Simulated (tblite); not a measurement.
Input of a run (GFN2-xTB geometry optimisation, gas phase (tblite 0.8.0)), started from a force field or distance geometry:
```
{"job": {"kind": "relax", "xc": "GFN2-xTB", "basis": "xTB"}, "charge": 0, "multiplicity": 1}
C      2.686900     0.213300    -0.399600
C      1.395900    -0.499000    -0.074200
C      0.217600     0.340700    -0.119200
N      0.316800     1.633600    -0.457400
N     -0.767800     2.388600    -0.492600
C     -1.997000     1.870300    -0.223200
C     -2.164400     0.546000     0.121300
C     -1.007000    -0.235000     0.176600
C     -1.071700    -1.695900     0.535800
H      3.195700     0.362900     0.596400
H      2.536300     1.212800    -0.852600
H      3.260400    -0.476300    -1.041300
H      1.238100    -1.313700    -0.818000
H      1.464400    -1.018200     0.912600
H     -2.853200     2.533300    -0.271000
H     -3.147600     0.152200     0.355100
H     -0.519000    -2.329000    -0.157400
H     -0.644100    -1.734700     1.575100
H     -2.150200    -1.942700     0.626000
```

Output (eV, eV/Å):
```
step      E/eV     max force
  0    -704.33712    1.894
  1    -704.55511    0.812
  2    -704.61402    0.609
  3    -704.66938    0.517
  4    -704.68901    0.407
  5    -704.71004    0.296
  6    -704.72279    0.331
  7    -704.73241    0.232
  8    -704.73720    0.153
  9    -704.74051    0.119
 10    -704.74351    0.133
 11    -704.74670    0.148
 12    -704.74987    0.154
 13    -704.75316    0.164
 14    -704.75673    0.140
 15    -704.76036    0.178
 16    -704.76341    0.138
 17    -704.76576    0.120
 18    -704.76790    0.125
 19    -704.77042    0.147
 20    -704.77343    0.151
 21    -704.77656    0.115
 22    -704.77945    0.122
 23    -704.78209    0.098
 24    -704.78422    0.104
 25    -704.78561    0.076
 26    -704.78644    0.073
 27    -704.78716    0.068
 28    -704.78810    0.095
 29    -704.78942    0.102
 30    -704.79106    0.114
 31    -704.79297    0.142
 32    -704.79533    0.161
 33    -704.79851    0.180
 34    -704.80278    0.204
 35    -704.80768    0.165
 36    -704.81228    0.157
 37    -704.81566    0.191
 38    -704.80442    0.532
 39    -704.82119    0.169
 40    -704.82398    0.147
 41    -704.82859    0.310
 42    -704.83214    0.093
 43    -704.83332    0.086
 44    -704.83595    0.096
 45    -704.83716    0.080
 46    -704.83840    0.066
 47    -704.83891    0.064
 48    -704.83975    0.057
 49    -704.84022    0.048
 50    -704.84066    0.049
 51    -704.84103    0.047
 52    -704.84149    0.044
 53    -704.84195    0.040
 54    -704.84229    0.035
 55    -704.84248    0.034
 56    -704.84263    0.028
 57    -704.84279    0.033
 58    -704.84295    0.031
 59    -704.84311    0.033
 60    -704.84327    0.031
 61    -704.84346    0.028
 62    -704.84366    0.037
 63    -704.84382    0.029
 64    -704.84394    0.020
 65    -704.84402    0.019
 66    -704.84409    0.026
 67    -704.84417    0.028
 68    -704.84426    0.026
 69    -704.84436    0.022
 70    -704.84448    0.027
 71    -704.84460    0.028
 72    -704.84473    0.029
 73    -704.84485    0.025
 74    -704.84496    0.023
 75    -704.84505    0.032
 76    -704.84514    0.031
 77    -704.84522    0.020
 78    -704.84528    0.019
 79    -704.84533    0.018
 80    -704.84537    0.015
 81    -704.84542    0.017
 82    -704.84549    0.019
 83    -704.84553    0.018
 84    -704.84556    0.011
 85    -704.84558    0.010
 86    -704.84560    0.012
 87    -704.84563    0.015
 88    -704.84566    0.017
 89    -704.84570    0.017
 90    -704.84575    0.022
 91    -704.84584    0.026
 92    -704.84597    0.029
 93    -704.84612    0.029
 94    -704.84624    0.029
 95    -704.84634    0.028
 96    -704.84645    0.029
 97    -704.84659    0.033
 98    -704.84673    0.034
 99    -704.84685    0.030
100    -704.84697    0.027
101    -704.84712    0.029
102    -704.84731    0.032
103    -704.84749    0.027
104    -704.84760    0.021
105    -704.84766    0.021
106    -704.84768    0.024
107    -704.84772    0.014
108    -704.84775    0.008
```

Problem. Summarise the run.

Solution. The energy falls by 0.511 eV over 108 L-BFGS steps, the largest force on an atom goes from 1.89 to 0.008 eV/Å, and the atoms move by 0.337 Å rms after alignment. The bond that changes most is C2–C3 (benzylic-type carbon to substituted aromatic carbon), which lengthens by 0.053 Å. Bonds longer at the end by more than 0.005 Å: 4 of 19; shorter: 12. Among the angles that change most is C8–C9–H18, from 103.7° to 110.4°. Among the dihedrals that turn most is H11–C1–C2–C3, from -13° to -59°. The energy rose by more than 1e-5 eV at step 38. The first step brought 43 % of the lowering.

Problem. What are the final bond lengths?

Solution. C1–C2 1.522 Å, C2–C3 1.500 Å, C3–N4 1.321 Å, N4–N5 1.299 Å, N5–C6 1.317 Å, C6–C7 1.393 Å, C7–C8 1.382 Å, C8–C9 1.493 Å, C3–C8 1.411 Å, C1–H10 1.086 Å, C1–H11 1.086 Å, C1–H12 1.088 Å, C2–H13 1.094 Å, C2–H14 1.094 Å, C6–H15 1.081 Å, C7–H16 1.081 Å, C9–H17 1.090 Å, C9–H18 1.090 Å, C9–H19 1.087 Å. Numbering counts from 1 in the input's order; the species is `C(c1nnccc1C)C`.

Time: 0.67 s. Hardware: one thread, Arm Neoverse V1 (aarch64), shared host.

Its GFN2-xTB frequencies are all real (lowest 58 cm⁻¹). One conformer, not necessarily the lowest. 2 starts were optimised and ended at 0.00 and 0.16 kcal/mol (GFN2-xTB); the lowest of these is shown.

These are computed values.
